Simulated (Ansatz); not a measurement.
Species: SrCl2, charge 1, doublet. SrCl2+ (parent SMILES [Cl][Sr][Cl], doublet).
B3LYP-D3(BJ)/def2-TZVP minimum from Ansatz (a first-principles code):
```xyz
3

Sr    -0.3341    -0.8441    -0.5854
Cl     1.3492     1.1962    -0.2672
Cl    -0.6025     0.6906     1.5757
```
Charge +1, spin multiplicity 2.

Total energies in def2-SVP, 15 correlated electrons, 14 frozen orbitals. UHF or UKS for unpaired electrons; spin-orbit terms are left out. Cores are frozen in correlated methods (noble-gas shells, and filled d and f shells in the p block). Past Kr the def2 sets carry scalar-relativistic core potentials. The UHF reference of Cl2Sr+ (parent SMILES [Cl][Sr][Cl], doublet) is spin-contaminated (<S^2> up to 0.03 over the pure value in the sets run). The spin of Cl2Sr+ (parent SMILES [Cl][Sr][Cl], doublet) was assumed, and the state is the lowest solution found for it.

```
method    program  energy (Eh)  minus CCSDT(Q) (mEh)
--------  -------  -----------  --------------------
HF         Ansatz   -948.93244                305.27
MP2        Ansatz   -949.20390                 33.81
CCSD       Ansatz   -949.22988                  7.83
CCSD(T)    Ansatz   -949.23629                  1.42
CCSDT(Q)   Ansatz   -949.23771                  0.00
```

Rough core times of Ansatz's runs on a shared machine: CCSD(T) under 20 s, CCSDT(Q) 2 min.
